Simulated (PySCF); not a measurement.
Gas-phase reaction: 2 InCl3 + 3 Br2 ⇌ 2 InBr3 + 6 Cl

Energies from PySCF, thermal terms from the rigid-rotor harmonic-oscillator model, ideal gas at 1 bar. † marks an energy on the PBE0/def2-TZVP geometry and frequencies. CCSD(T) freezes the core. Open shells (unrestricted): Cl (multiplicity 2); the rest are closed-shell singlets. Spin-orbit splitting is ignored; it lowers the true energy and changes the entropy of Cl. In: scalar-relativistic def2 core potential, no spin-orbit coupling. Br: all electrons, no relativistic terms. CCSD(T) isn't extrapolated to the basis-set limit.

```csv
level,"ΔH°(298 K), kJ"
BLYP/def2-TZVP†,(withheld)
CCSD(T)/def2-SVP†,664
CCSD(T)/def2-TZVPP†,(withheld)
PBE/def2-TZVP†,938
ωB97M-V/def2-TZVP†,(withheld)
ωB97X-V/def2-TZVP†,860
```

Problem. Fill in the missing entries.

Solution. 
- BLYP/def2-TZVP†, ΔH°(298 K), kJ: 851
- CCSD(T)/def2-TZVPP†, ΔH°(298 K), kJ: 785
- ωB97M-V/def2-TZVP†, ΔH°(298 K), kJ: 881
